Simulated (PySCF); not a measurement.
PySCF input (CCSD(T)/cc-pVDZ):

```python
from pyscf import gto, scf, mp, cc as ccmod

mol = gto.M(
    atom='''
    Si    0.02215711   -0.33186367   -0.14374863
    O     1.57238867   -0.27774281   -0.21881858
    F    -0.64318888   -0.11153209    1.35865699
    F    -0.78895656    0.87464696   -0.94054261
    ''',
    basis='cc-pvdz',
    charge=-1,
    spin=1,
    verbose=4,
)

mf = scf.UHF(mol)
mf.conv_tol = 1e-10
mf.max_cycle = 100
mf.kernel()
mo, _, stable, _ = mf.stability(return_status=True)
if not stable:
    mf.kernel(mf.make_rdm1(mo, mf.mo_occ))
mp2 = mp.MP2(mf, frozen=8).run()
cc = ccmod.CCSD(mf, frozen=8)
cc.max_cycle = 100
cc.kernel()
et = cc.ccsd_t()
print(f'E(CCSD(T)) = {cc.e_tot + et:.9f}')
```

Output:

```
PySCF version 2.14.0

[INPUT] verbose = 4
[INPUT] num. atoms = 4
[INPUT] num. electrons = 41
[INPUT] charge = -1
[INPUT] spin (= nelec alpha-beta = 2S) = 1
[INPUT] symmetry False subgroup None
[INPUT] Mole.unit = angstrom
[INPUT] Symbol           X                Y                Z      unit          X                Y                Z       unit  Magmom
[INPUT]  1 Si     0.022157110000  -0.331863670000  -0.143748630000 AA    0.041870869612  -0.627131446993  -0.271645541481 Bohr   0.0
[INPUT]  2 O      1.572388670000  -0.277742810000  -0.218818580000 AA    2.971383947669  -0.524857843967  -0.413507187166 Bohr   0.0
[INPUT]  3 F     -0.643188880000  -0.111532090000   1.358656990000 AA   -1.215450829566  -0.210765104200   2.567489608326 Bohr   0.0
[INPUT]  4 F     -0.788956560000   0.874646960000  -0.940542610000 AA   -1.490911822579   1.652843210083  -1.777367941384 Bohr   0.0

nuclear repulsion = 163.670480708573
number of shells = 20
number of NR pGTOs = 119
number of NR cGTOs = 60
basis = cc-pvdz
ecp = {}

******** <class 'pyscf.scf.uhf.UHF'> ********
method = UHF
initial guess = minao
damping factor = 0
level_shift factor = 0
DIIS = <class 'pyscf.scf.diis.CDIIS'>
diis_start_cycle = 1
diis_space = 8
diis_damp = 0
SCF conv_tol = 1e-10
SCF conv_tol_grad = None
SCF max_cycles = 100
direct_scf = True
direct_scf_tol = 1e-13
number electrons alpha = 21  beta = 20
Set gradient conv threshold to 1e-05
init E= -562.689420549763
  alpha nocc = 21  HOMO = -0.148756206961241  LUMO = 0.135937193456139
  beta  nocc = 20  HOMO = -0.496042733320825  LUMO = -0.148756206961241

WARN: HOMO -0.148756206961241 >= LUMO -0.148756206961241

cycle= 1 E= -562.62596314775  delta_E= 0.0635  |g|= 0.66  |ddm|= 1.44
  alpha nocc = 21  HOMO = -0.0342442411096142  LUMO = 0.444692938569954
  beta  nocc = 20  HOMO = -0.0540018142993048  LUMO = 0.259610252511188
  HOMO = -0.0342442411096  LUMO = 0.259610252511  gap/eV = 7.99619
cycle= 2 E= -562.71187760569  delta_E= -0.0859  |g|= 0.495  |ddm|= 0.747
  alpha nocc = 21  HOMO = -0.113781077207116  LUMO = 0.440194216318969
  beta  nocc = 20  HOMO = -0.207434246292605  LUMO = 0.271176721710578
  HOMO = -0.113781077207  LUMO = 0.271176721711  gap/eV = 10.47524
cycle= 3 E= -562.804105157416  delta_E= -0.0922  |g|= 0.0551  |ddm|= 0.305
  alpha nocc = 21  HOMO = -0.118073901123074  LUMO = 0.443099602484559
  beta  nocc = 20  HOMO = -0.191461238133331  LUMO = 0.284102807196902
  HOMO = -0.118073901123  LUMO = 0.284102807197  gap/eV = 10.94379
cycle= 4 E= -562.806290536852  delta_E= -0.00219  |g|= 0.0259  |ddm|= 0.079
  alpha nocc = 21  HOMO = -0.123638124671336  LUMO = 0.443750094532152
  beta  nocc = 20  HOMO = -0.194895468229515  LUMO = 0.289740857785449
  HOMO = -0.123638124671  LUMO = 0.289740857785  gap/eV = 11.24862
cycle= 5 E= -562.80689349083  delta_E= -0.000603  |g|= 0.00627  |ddm|= 0.0496
  alpha nocc = 21  HOMO = -0.124490899984816  LUMO = 0.44326145001425
  beta  nocc = 20  HOMO = -0.192743224697437  LUMO = 0.289848680902784
  HOMO = -0.124490899985  LUMO = 0.289848680903  gap/eV = 11.27475
cycle= 6 E= -562.806969874031  delta_E= -7.64e-05  |g|= 0.00273  |ddm|= 0.0189
  alpha nocc = 21  HOMO = -0.124602475994394  LUMO = 0.443405222885289
  beta  nocc = 20  HOMO = -0.191531507549254  LUMO = 0.290177353754676
  HOMO = -0.124602475994  LUMO = 0.290177353755  gap/eV = 11.28673
cycle= 7 E= -562.806987394021  delta_E= -1.75e-05  |g|= 0.00121  |ddm|= 0.00773
  alpha nocc = 21  HOMO = -0.124747240287849  LUMO = 0.443414750618366
  beta  nocc = 20  HOMO = -0.190944934506037  LUMO = 0.290187471149236
  HOMO = -0.124747240288  LUMO = 0.290187471149  gap/eV = 11.29095
cycle= 8 E= -562.806991811337  delta_E= -4.42e-06  |g|= 0.000553  |ddm|= 0.0039
  alpha nocc = 21  HOMO = -0.12467137189185  LUMO = 0.443415794300331
  beta  nocc = 20  HOMO = -0.190556375142831  LUMO = 0.290175472312226
  HOMO = -0.124671371892  LUMO = 0.290175472312  gap/eV = 11.28856
cycle= 9 E= -562.806992832322  delta_E= -1.02e-06  |g|= 0.000314  |ddm|= 0.00172
  alpha nocc = 21  HOMO = -0.124705213773024  LUMO = 0.443398548155308
  beta  nocc = 20  HOMO = -0.190324276430584  LUMO = 0.290183613456485
  HOMO = -0.124705213773  LUMO = 0.290183613456  gap/eV = 11.28970
cycle= 10 E= -562.80699324724  delta_E= -4.15e-07  |g|= 0.00013  |ddm|= 0.00138
  alpha nocc = 21  HOMO = -0.124699833203117  LUMO = 0.443400499967139
  beta  nocc = 20  HOMO = -0.190255442123318  LUMO = 0.290208453833294
  HOMO = -0.124699833203  LUMO = 0.290208453833  gap/eV = 11.29023
cycle= 11 E= -562.806993305897  delta_E= -5.87e-08  |g|= 5.08e-05  |ddm|= 0.000569
  alpha nocc = 21  HOMO = -0.124704288812617  LUMO = 0.443398311628608
  beta  nocc = 20  HOMO = -0.190248017444549  LUMO = 0.290210503005031
  HOMO = -0.124704288813  LUMO = 0.290210503005  gap/eV = 11.29041
cycle= 12 E= -562.806993310666  delta_E= -4.77e-09  |g|= 2.91e-05  |ddm|= 0.000116
  alpha nocc = 21  HOMO = -0.1247061131902  LUMO = 0.443396781200384
  beta  nocc = 20  HOMO = -0.190251792474252  LUMO = 0.290210767172168
  HOMO = -0.12470611319  LUMO = 0.290210767172  gap/eV = 11.29046
cycle= 13 E= -562.806993312233  delta_E= -1.57e-09  |g|= 7.93e-06  |ddm|= 9.12e-05
  alpha nocc = 21  HOMO = -0.124705838796221  LUMO = 0.443396799092317
  beta  nocc = 20  HOMO = -0.19025233060048  LUMO = 0.290211376025573
  HOMO = -0.124705838796  LUMO = 0.290211376026  gap/eV = 11.29047
cycle= 14 E= -562.806993312364  delta_E= -1.32e-10  |g|= 3.89e-06  |ddm|= 1.96e-05
  alpha nocc = 21  HOMO = -0.12470578703721  LUMO = 0.443396618876469
  beta  nocc = 20  HOMO = -0.190253566819166  LUMO = 0.290211195309852
  HOMO = -0.124705787037  LUMO = 0.29021119531  gap/eV = 11.29047
cycle= 15 E= -562.806993312387  delta_E= -2.3e-11  |g|= 1.7e-06  |ddm|= 1.02e-05
  alpha nocc = 21  HOMO = -0.124705583369637  LUMO = 0.44339662474412
  beta  nocc = 20  HOMO = -0.190253384743877  LUMO = 0.29021123246854
  HOMO = -0.12470558337  LUMO = 0.290211232469  gap/eV = 11.29046
Extra cycle  E= -562.806993312392  delta_E= -5.23e-12  |g|= 1.09e-06  |ddm|= 1.84e-06
converged SCF energy = -562.806993312392  <S^2> = 0.75836918  2S+1 = 2.0083517
uhf_internal: lowest eigs of H = [0.25588434 0.3161728  0.44886825]
<class 'pyscf.scf.uhf.UHF'> wavefunction is stable in the internal stability analysis

******** <class 'pyscf.mp.ump2.UMP2'> ********
nocc = (np.int64(13), np.int64(12)), nmo = (52, 52)
frozen orbitals 8
E(UMP2) = -563.447821443723  E_corr = -0.640828131330381
E(SCS-UMP2) = -563.421235303405  E_corr = -0.614241991012392
E_corr(same-spin) = -0.178559730673921
E_corr(oppo-spin) = -0.46226840065646

******** <class 'pyscf.cc.uccsd.UCCSD'> ********
CC2 = 0
CCSD nocc = (np.int64(13), np.int64(12)), nmo = (52, 52)
frozen orbitals 8
max_cycle = 100
direct = 0
conv_tol = 1e-07
conv_tol_normt = 1e-06
diis_space = 6
diis_start_cycle = 0
diis_start_energy_diff = 1e+09
Init t2, MP2 energy = -0.640828133327275
Init E_corr(UCCSD) = -0.640828133328076
cycle = 1  E_corr(UCCSD) = -0.627727753781123  dE = 0.0131003795  norm(t1,t2) = 0.110164
cycle = 2  E_corr(UCCSD) = -0.644131780362297  dE = -0.0164040266  norm(t1,t2) = 0.0339505
cycle = 3  E_corr(UCCSD) = -0.643748578792314  dE = 0.00038320157  norm(t1,t2) = 0.023528
cycle = 4  E_corr(UCCSD) = -0.646411707810107  dE = -0.00266312902  norm(t1,t2) = 0.0103659
cycle = 5  E_corr(UCCSD) = -0.646514328443901  dE = -0.000102620634  norm(t1,t2) = 0.00316191
cycle = 6  E_corr(UCCSD) = -0.646288129843834  dE = 0.0002261986  norm(t1,t2) = 0.00178137
cycle = 7  E_corr(UCCSD) = -0.646295916264732  dE = -7.7864209e-06  norm(t1,t2) = 0.000767267
cycle = 8  E_corr(UCCSD) = -0.646334306361475  dE = -3.83900967e-05  norm(t1,t2) = 0.000359381
cycle = 9  E_corr(UCCSD) = -0.646336675129933  dE = -2.36876846e-06  norm(t1,t2) = 0.00016443
cycle = 10  E_corr(UCCSD) = -0.64633439800708  dE = 2.27712285e-06  norm(t1,t2) = 6.42647e-05
cycle = 11  E_corr(UCCSD) = -0.646332150719501  dE = 2.24728758e-06  norm(t1,t2) = 2.54031e-05
cycle = 12  E_corr(UCCSD) = -0.646331534152675  dE = 6.16566826e-07  norm(t1,t2) = 1.10078e-05
cycle = 13  E_corr(UCCSD) = -0.64633111400065  dE = 4.20152025e-07  norm(t1,t2) = 5.35615e-06
cycle = 14  E_corr(UCCSD) = -0.646331161621259  dE = -4.76206086e-08  norm(t1,t2) = 2.69222e-06
cycle = 15  E_corr(UCCSD) = -0.646331143954566  dE = 1.76666927e-08  norm(t1,t2) = 1.25148e-06
cycle = 16  E_corr(UCCSD) = -0.646331146995366  dE = -3.04079983e-09  norm(t1,t2) = 7.03017e-07
UCCSD converged
E(UCCSD) = -563.4533244593879  E_corr = -0.6463311469953662
UCCSD(T) correction = -0.0128940285612632
E(CCSD(T)) = -563.466218488
```
